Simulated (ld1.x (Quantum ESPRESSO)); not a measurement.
# Building the RRKJ potential for Mg (PBE, non-relativistic).

The input file (ld1.x (Quantum ESPRESSO) 7.5):

```
&input
   title='Mg', zed=12., rel=0, dft='PBE', iswitch=3,
   config='[Ne] 3s1.5 3p0',
   nld=2, rlderiv=2.00, eminld=-6.0, emaxld=5.0, deld=0.02
 /
 &inputp
   pseudotype=2, tm=.false., rho0=0.005, lloc=0,
   nlcc=.false.,
   file_pseudopw='Mg.UPF', file_wfcaegen='ae.wfc', file_wfcncgen='nc.wfc', file_beta='beta', file_chi='chi'
 /
2
2P  2  1   6.00   0.00  1.05  1.05  0.0
3S  1  0   1.50   0.00  1.85  1.85  0.0
 &test
   configts(1)='2p6 3s1.5 3p0'
 /
```

Command:

```bash
ld1.x < Mg.in > Mg.out
```

The program printed (shortened: banner, matrices, multipoles, cross overlaps and the repeated all-electron block are left out):

```
Program LD1 v.7.5
     --------------------------- All-electron run ----------------------------

     Mg

     atomic number is 12.00
     dft =PBE   lsd =0 sic =0 latt =0  beta=0.20 tr2=1.0E-14
     Exchange-correlation= PBE
                           (   1   4   3   4   0   0   0)
     mesh =1129 r(mesh) = 100.99726 a.u. xmin = -7.00 dx = 0.01250
     1 Ry =  13.60569312 eV

     n l     nl                  e(Ry)          e(Ha)          e(eV)
     1 0     1S 1( 2.00)       -92.7188       -46.3594     -1261.5033
     2 0     2S 1( 2.00)        -6.1597        -3.0798       -83.8069
     2 1     2P 1( 6.00)        -3.7417        -1.8708       -50.9081
     3 0     3S 1( 1.50)        -0.5812        -0.2906        -7.9081
     3 1     3P 1( 0.00)        -0.2975        -0.1488        -4.0479

     final scf error:  5.4E-15 reached in  33 iterations

     Etot =    -399.680634 Ry,    -199.840317 Ha,   -5437.932058 eV

     Ekin =     398.973186 Ry,     199.486593 Ha,    5428.306735 eV
     Encl =    -954.211449 Ry,    -477.105725 Ha,  -12982.708154 eV
     Eh   =     187.986456 Ry,      93.993228 Ha,    2557.686031 eV
     Exc  =     -32.428827 Ry,     -16.214414 Ha,    -441.216670 eV

     normalization and overlap integrals

     s(1S/1S) =  1.000000  <r> =   0.1309  <r2> =    0.0231  r(max) =   0.0854
     s(2S/2S) =  1.000000  <r> =   0.6987  <r2> =    0.5879  r(max) =   0.5502
     s(2P/2P) =  1.000000  <r> =   0.6891  <r2> =    0.6101  r(max) =   0.4796
     s(3S/3S) =  1.000000  <r> =   2.9595  <r2> =   10.1751  r(max) =   2.4660
     s(3P/3P) =  1.000000  <r> =   3.8900  <r2> =   17.7965  r(max) =   3.1271

     ------------------------ End of All-electron run ------------------------

     --------------------- Generating NC pseudopotential ---------------------

      Generating local pot.: lloc=0, matching radius rcloc =   1.8500

      Wfc   2P  rcut= 1.041  Estimated cut-off energy=      165.60 Ry
      This function has    0 nodes for 0 < r <    1.041

     ------------------- End of pseudopotential generation -------------------

     Computing logarithmic derivative in   2.00644

       Warning: n=2, l=1 expected 0 nodes, found 1
       Setting wfc to zero for this iteration
       (This warning will only be printed once per wavefunction)

     Computing logarithmic derivative in   2.00644
     Computing the partial wave expansion
       no projector for channel:   0
     R is outside the sphere for l=    1 j= 0.00

     ---------------------- Testing the pseudopotential ----------------------

     Mg

     atomic number is 12.00   valence charge is  8.00
     dft =PBE   lsd =0 sic =0 latt =0  beta=0.20 tr2=1.0E-14
     mesh =1129 r(mesh) = 100.99726 xmin = -7.00 dx = 0.01250

     n l     nl             e AE (Ry)        e PS (Ry)    De AE-PS (Ry)
     2 1     2P   1( 6.00)       -3.74167       -3.74167        0.00000
     1 0     3S   1( 1.50)       -0.58123       -0.58123       -0.00000
     3 1     3P   1( 0.00)       -0.29751       -0.25171       -0.04580  !

     eps = 5.8E-15  iter = 35

     Etot =    -399.680634 Ry,    -199.840317 Ha,   -5437.932058 eV
     Etotps =   -74.097366 Ry,     -37.048683 Ha,   -1008.146029 eV

     Ekin =      75.190235 Ry,      37.595118 Ha,    1023.015268 eV
     Encl =     -89.836533 Ry,     -44.918266 Ha,   -1222.288297 eV
     Ehrt =      54.134399 Ry,      27.067200 Ha,     736.536026 eV
     Ecxc =     -11.488936 Ry,      -5.744468 Ha,    -156.314933 eV
     Epseu=    -102.096533 Ry,     -51.048266 Ha,   -1389.094093 eV

     ---------------------- End of pseudopotential test ----------------------
```

Generation and configuration tests took about 2.7 s on one core of a shared server CPU.

Transferability test of the new file with ld1.x, input:

```
&input
   title='Mg', zed=12., rel=0, dft='PBE', iswitch=2,
   config='[Ne] 3s1.5 3p0'
 /
 &test
   file_pseudo='Mg.UPF', nconf=8,
   configts(1)='2p6 3s1.5 3p0',
   configts(2)='2p6 3s2 3p0',
   configts(3)='2p6 3s1 3p0',
   configts(4)='2p6 3s0 3p0',
   configts(5)='2p6 3s1 3p1',
   configts(6)='2p6 3s0 3p1',
   configts(7)='2p6 3s0 3p2',
   configts(8)='2p5 3s2 3p0'
 /
```

```bash
ld1.x < Mg.test.in > Mg.test.out
```

Pseudopotential blocks of its output, shortened (energy terms left out; the distinct warnings before each block abridged to one line each):

```
     Warning: n=2, l=1 expected 0 nodes, found 1
     ---------------------- Testing the pseudopotential ----------------------

     n l     nl             e AE (Ry)        e PS (Ry)    De AE-PS (Ry)
     2 1     2P   1( 6.00)       -3.74167       -3.74167        0.00000
     1 0     3S   1( 1.50)       -0.58123       -0.58123       -0.00000
     3 1     3P   1( 0.00)       -0.29751       -0.25171       -0.04580  !

     eps = 3.1E-15  iter = 45

     Etot =    -399.680634 Ry,    -199.840317 Ha,   -5437.932058 eV
     Etotps =   -74.097366 Ry,     -37.048683 Ha,   -1008.146029 eV

     ---------------------- End of pseudopotential test ----------------------

          ---------------------- Testing the pseudopotential ----------------------

     n l     nl             e AE (Ry)        e PS (Ry)    De AE-PS (Ry)
     2 1     2P   1( 6.00)       -3.42912       -3.43223        0.00311
     1 0     3S   1( 2.00)       -0.34536       -0.34564        0.00028
     3 1     3P   1( 0.00)       -0.09829       -0.06966       -0.02863  !

     eps = 4.5E-15  iter = 38

     Etot =    -399.911397 Ry,    -199.955698 Ha,   -5441.071738 eV
     Etotps =   -74.328217 Ry,     -37.164108 Ha,   -1011.286910 eV
     dEtot_ae =      -0.230762 Ry
     dEtot_ps =      -0.230850 Ry,   Delta E=       0.000088 Ry

     ---------------------- End of pseudopotential test ----------------------

          ---------------------- Testing the pseudopotential ----------------------

     n l     nl             e AE (Ry)        e PS (Ry)    De AE-PS (Ry)
     2 1     2P   1( 6.00)       -4.09419       -4.08974       -0.00445
     1 0     3S   1( 1.00)       -0.83500       -0.83404       -0.00096
     3 1     3P   1( 0.00)       -0.51838       -0.45359       -0.06479  !

     eps = 1.6E-15  iter = 54

     Etot =    -399.327183 Ry,    -199.663591 Ha,   -5433.123107 eV
     Etotps =   -73.744116 Ry,     -36.872058 Ha,   -1003.339806 eV
     dEtot_ae =       0.353451 Ry
     dEtot_ps =       0.353251 Ry,   Delta E=       0.000200 Ry

     ---------------------- End of pseudopotential test ----------------------

          ---------------------- Testing the pseudopotential ----------------------

     n l     nl             e AE (Ry)        e PS (Ry)    De AE-PS (Ry)
     2 1     2P   1( 6.00)       -4.90367       -4.88743       -0.01624  !
     1 0     3S   1( 0.00)       -1.34289       -1.33660       -0.00629  !
     3 1     3P   1( 0.00)       -0.94717       -0.81675       -0.13042  !

     eps = 8.3E-16  iter =  9

     Etot =    -398.224573 Ry,    -199.112287 Ha,   -5418.121335 eV
     Etotps =   -72.645091 Ry,     -36.322546 Ha,    -988.386817 eV
     dEtot_ae =       1.456061 Ry
     dEtot_ps =       1.452275 Ry,   Delta E=       0.003786 Ry

     ---------------------- End of pseudopotential test ----------------------

          ---------------------- Testing the pseudopotential ----------------------

     n l     nl             e AE (Ry)        e PS (Ry)    De AE-PS (Ry)
     2 1     2P   1( 6.00)       -3.57964       -3.64087        0.06123  !
     1 0     3S   1( 1.00)       -0.41577       -0.44561        0.02984  !
     3 1     3P   1( 1.00)       -0.15241       -0.13710       -0.01531  !

     eps = 7.0E-15  iter = 39

     Etot =    -399.655935 Ry,    -199.827968 Ha,   -5437.596007 eV
     Etotps =   -74.035647 Ry,     -37.017824 Ha,   -1007.306298 eV
     dEtot_ae =       0.024699 Ry
     dEtot_ps =       0.061719 Ry,   Delta E=      -0.037020 Ry

     ---------------------- End of pseudopotential test ----------------------

          ---------------------- Testing the pseudopotential ----------------------

     n l     nl             e AE (Ry)        e PS (Ry)    De AE-PS (Ry)
     2 1     2P   1( 6.00)       -4.22575       -4.30346        0.07772  !
     1 0     3S   1( 0.00)       -0.89552       -0.92913        0.03361  !
     3 1     3P   1( 1.00)       -0.57380       -0.53368       -0.04012  !

     eps = 6.8E-15  iter = 12

     Etot =    -399.007858 Ry,    -199.503929 Ha,   -5428.778470 eV
     Etotps =   -73.356204 Ry,     -36.678102 Ha,    -998.062006 eV
     dEtot_ae =       0.672776 Ry
     dEtot_ps =       0.741162 Ry,   Delta E=      -0.068386 Ry

     ---------------------- End of pseudopotential test ----------------------

          ---------------------- Testing the pseudopotential ----------------------

     n l     nl             e AE (Ry)        e PS (Ry)    De AE-PS (Ry)
     2 1     2P   1( 6.00)       -3.71401       -3.83901        0.12500  !
     1 0     3S   1( 0.00)       -0.47193       -0.52682        0.05489  !
     3 1     3P   1( 2.00)       -0.19563       -0.18945       -0.00618  !

     eps = 3.5E-15  iter = 21

     Etot =    -399.385959 Ry,    -199.692979 Ha,   -5433.922790 eV
     Etotps =   -73.712975 Ry,     -36.856488 Ha,   -1002.916119 eV
     dEtot_ae =       0.294676 Ry
     dEtot_ps =       0.384391 Ry,   Delta E=      -0.089715 Ry

     ---------------------- End of pseudopotential test ----------------------

          Warning: convergence not achieved
     ---------------------- Testing the pseudopotential ----------------------

     n l     nl             e AE (Ry)        e PS (Ry)    De AE-PS (Ry)
     2 1     2P   1( 5.00)       -5.23685       -5.32230        0.08545  !
     1 0     3S   1( 2.00)       -1.04245       -1.03084       -0.01160  !
     3 1     3P   1( 0.00)       -0.66122       -0.53458       -0.12664  !

     eps = 4.4E-13  iter =201

     Etot =    -395.605362 Ry,    -197.802681 Ha,   -5382.485151 eV
     Etotps =   -69.968488 Ry,     -34.984244 Ha,    -951.969771 eV
     dEtot_ae =       4.075273 Ry
     dEtot_ps =       4.128879 Ry,   Delta E=      -0.053606 Ry

     ---------------------- End of pseudopotential test ----------------------
```
